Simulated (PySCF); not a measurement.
## Exercise with solution: entropy of an ideal gas

GeHI, SMILES [I][GeH] (connectivity only; charge and spin as stated), neutral, multiplicity 1.

The structure is a stationary point at PBE-D3(BJ)/def2-TZVP. The def2 effective core potentials stand for the cores of I; spin–orbit coupling is left out.

PBE-D3(BJ)/def2-TZVP run with PySCF gives the harmonic wavenumbers 232, 632, 1831 cm⁻¹ and the rotational temperatures 9.3857, 0.0790, 0.0783 K. The molar mass is 200.54 g/mol, the symmetry number 1, the spin multiplicity 1.

Work out the entropy at 298.15 K and 1 atm in the rigid-rotor, harmonic-oscillator model.


Translation (Sackur–Tetrode at 1 atm): S = R[1.5 ln M + 2.5 ln T − 1.16487] = 174.9 J/(mol K).
Rotation: q = (√π/σ) T^1.5/√(θA θB θC) = 37900, S = R[ln q + 3/2] = 100.1 J/(mol K).
Vibration: with u = 1.4388 ν/T, each mode gives R[u/(e^u − 1) − ln(1 − e^−u)]:
```json
[
 {"ν (cm⁻¹)": "232", "modes": "1", "u": "1.12", "S (J/(mol K))": "7.80"},
 {"ν (cm⁻¹)": "632", "modes": "1", "u": "3.05", "S (J/(mol K))": "1.66"},
 {"ν (cm⁻¹)": "1831", "modes": "1", "u": "8.84", "S (J/(mol K))": "0.01"}
]
```
These are all the modes. Sum 9.5 J/(mol K).
Spin: R ln 1 = 0.0 J/(mol K).
Total 284.5 J/(mol K); the program's own thermochemistry gives 284.5. Translation makes up 61 % and vibration 3 %. Anharmonicity, hindered rotation and orbital degeneracy are left out.
